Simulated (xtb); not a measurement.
disiloxane (H6OSi2), singlet, at a GFN2-xTB geometry, atoms displaced at random by about 0.05 Å a coordinate; xtb with GFN1-xTB.

Input for xtb:
```
$ xtb mol.xyz --gfn 1 --opt vtight --json

# file mol.xyz
9

Si     1.58938165    -0.23266336     0.06403776
O     -0.00024021    -0.01304873    -0.02887008
Si    -1.56626827     0.31310622    -0.18375719
H      1.98140435    -0.94081608    -1.24397021
H      2.20585702     0.96636178     0.32283620
H      1.74740530    -1.16865351     1.18638819
H     -2.21907261    -0.44555134     1.08420140
H     -2.00991719    -0.17311306    -1.36900980
H     -1.80720056     1.75602525     0.19829830
```

What the program printed (banner, timings and long lists left out):

```
   ID    Z sym.   atoms
    1   14 Si     1, 3
    2    8 O      2
    3    1 H      4-9

           -------------------------------------------------
          |                Calculation Setup                |
           -------------------------------------------------

           -------------------------------------------------
          |                 G F N 1 - x T B                 |
           -------------------------------------------------

          ...................................................
          :                      SETUP                      :
          :.................................................:
          :  # basis functions                  36          :
          :  # atomic orbitals                  34          :
          :  # shells                           20          :
          :  # electrons                        20          :
          :  # halogen bonds                     0          :
          :  max. iterations                   250          :
          :  Hamiltonian                  GFN1-xTB          :
          :  restarted?                      false          :
          :  GBSA solvation                  false          :
          :  PC potential                    false          :
          :  electronic temp.          300.0000000     K    :
          :  accuracy                    1.0000000          :
          :  -> integral cutoff          0.2500000E+02      :
          :  -> integral neglect         0.1000000E-07      :
          :  -> SCF convergence          0.1000000E-05 Eh   :
          :  -> wf. convergence          0.2000000E-04 e    :
          :  Broyden damping             0.4000000          :
          :  net charge                          0          :
          :  unpaired electrons                  0          :
          ...................................................

 iter      E             dE          RMSdq      gap      omega  full diag
   1    -11.8679710 -0.118680E+02  0.604E+00    7.56       0.0  T
   2    -11.8955618 -0.275909E-01  0.331E+00    7.00       1.0  T
   3    -11.8956521 -0.902143E-04  0.679E-01    6.58       1.0  T
   4    -11.8972763 -0.162428E-02  0.273E-01    6.83       1.0  T
   5    -11.8978012 -0.524864E-03  0.435E-02    6.79       1.0  T
   6    -11.8978064 -0.521883E-05  0.270E-02    6.77       1.2  T
   7    -11.8978121 -0.568333E-05  0.283E-03    6.77      11.8  T
   8    -11.8978122 -0.635624E-07  0.381E-04    6.78      87.6  T
   9    -11.8978122 -0.112245E-08  0.309E-05    6.78    1078.0  T
  10    -11.8978122 -0.687983E-11  0.943E-06    6.78    3535.8  T

   *** convergence criteria satisfied after 10 iterations ***

         :::::::::::::::::::::::::::::::::::::::::::::::::::::
         ::                     SUMMARY                     ::
         :::::::::::::::::::::::::::::::::::::::::::::::::::::
         :: total energy             -11.802457334151 Eh    ::
         :: gradient norm              0.124429785556 Eh/a0 ::
         :: HOMO-LUMO gap              6.775304517020 eV    ::
         ::.................................................::
         :: SCC energy               -11.897812169246 Eh    ::
         :: -> electrostatic           0.025874108826 Eh    ::
         :: repulsion energy           0.097800416536 Eh    ::
         :: dispersion energy         -0.002445581441 Eh    ::
         :: halogen bond corr.         0.000000000000 Eh    ::
         :: add. restraining           0.000000000000 Eh    ::
         :: total charge              -0.000000000000 e     ::
         :::::::::::::::::::::::::::::::::::::::::::::::::::::

      -----------------------------------------------------------
     |                   =====================                   |
     |                        A N C O P T                        |
     |                   =====================                   |
     |               Approximate Normal Coordinate               |
[...]
 * total energy  :   -11.8024573 Eh     change       -0.4920508E-12 Eh
 * total energy  :   -11.8208212 Eh     change       -0.1836383E-01 Eh
 * total energy  :   -11.8232780 Eh     change       -0.2456887E-02 Eh
 * total energy  :   -11.8238208 Eh     change       -0.5427187E-03 Eh
 * total energy  :   -11.8239295 Eh     change       -0.1087790E-03 Eh
 * total energy  :   -11.8239517 Eh     change       -0.2218529E-04 Eh
 * total energy  :   -11.8239582 Eh     change       -0.6458722E-05 Eh
 * total energy  :   -11.8239612 Eh     change       -0.3024796E-05 Eh
 * total energy  :   -11.8239655 Eh     change       -0.4289371E-05 Eh
 * total energy  :   -11.8239677 Eh     change       -0.2219483E-05 Eh
 * total energy  :   -11.8239685 Eh     change       -0.7610952E-06 Eh
 * total energy  :   -11.8239686 Eh     change       -0.9850852E-07 Eh
   *** GEOMETRY OPTIMIZATION CONVERGED AFTER 12 ITERATIONS ***
         :: total energy             -11.823968583967 Eh    ::
[...]

    * Orbital Energies and Occupations

         #    Occupation            Energy/Eh            Energy/eV
      -------------------------------------------------------------
         1        2.0000           -0.7733384             -21.0436
         2        2.0000           -0.6530631             -17.7708
         3        2.0000           -0.5898077             -16.0495
         4        2.0000           -0.5678938             -15.4532
         5        2.0000           -0.5678928             -15.4531
         6        2.0000           -0.5354262             -14.5697
         7        2.0000           -0.4618782             -12.5683
         8        2.0000           -0.4618697             -12.5681
         9        2.0000           -0.4525351             -12.3141
        10        2.0000           -0.4525293             -12.3139 (HOMO)
        11                         -0.1955017              -5.3199 (LUMO)
        12                         -0.1814206              -4.9367
        13                         -0.1554391              -4.2297
        14                         -0.1554305              -4.2295
        15                         -0.1527073              -4.1554
        16                         -0.1526844              -4.1548
        17                         -0.0566411              -1.5413
        18                         -0.0566363              -1.5412
        19                         -0.0503509              -1.3701
        20                         -0.0503477              -1.3700
        21                         -0.0346248              -0.9422
       ...                                ...                  ...
        34                          1.5233656              41.4529
      -------------------------------------------------------------
                  HL-Gap            0.2570276 Eh            6.9941 eV
             Fermi-level           -0.3240155 Eh           -8.8169 eV

  Mulliken/CM5 charges         n(s)   n(p)   n(d)
     1Si    0.38469  0.12428   1.205  1.720  0.690
     2O    -0.36874 -0.39378   1.639  4.729  0.000
     3Si    0.38472  0.12430   1.205  1.720  0.690
     4H    -0.06678  0.02420   1.067  0.000  0.000
     5H    -0.06679  0.02418   1.067  0.000  0.000
     6H    -0.06679  0.02419   1.067  0.000  0.000
     7H    -0.06679  0.02419   1.067  0.000  0.000
     8H    -0.06677  0.02421   1.067  0.000  0.000
     9H    -0.06676  0.02422   1.067  0.000  0.000

Wiberg/Mayer (AO) data.
largest (>0.10) Wiberg bond orders for each atom

 ---------------------------------------------------------------------------
     #   Z sym  total        # sym  WBO       # sym  WBO       # sym  WBO
 ---------------------------------------------------------------------------
     1  14 Si   4.190 --     2 O    1.265     6 H    0.944     4 H    0.944
                             5 H    0.944
     2   8 O    2.568 --     1 Si   1.265     3 Si   1.265
     3  14 Si   4.190 --     2 O    1.265     7 H    0.944     9 H    0.944
                             8 H    0.944
     4   1 H    0.991 --     1 Si   0.944
     5   1 H    0.991 --     1 Si   0.944
     6   1 H    0.991 --     1 Si   0.944
     7   1 H    0.991 --     3 Si   0.944
     8   1 H    0.991 --     3 Si   0.944
     9   1 H    0.991 --     3 Si   0.944
 ---------------------------------------------------------------------------

Topologies differ in total number of bonds
Writing topology from bond orders to xtbtopo.mol

 dipole moment from electron density (au)
     X       Y       Z
  -0.0002   0.0002  -0.0000  total (Debye):    0.001

optimized geometry written to: xtbopt.xyz

           -------------------------------------------------
          | TOTAL ENERGY              -11.823968583967 Eh   |
          | GRADIENT NORM               0.000095709963 Eh/α |
          | HOMO-LUMO GAP               6.994077394349 eV   |
           -------------------------------------------------

normal termination of xtb
```
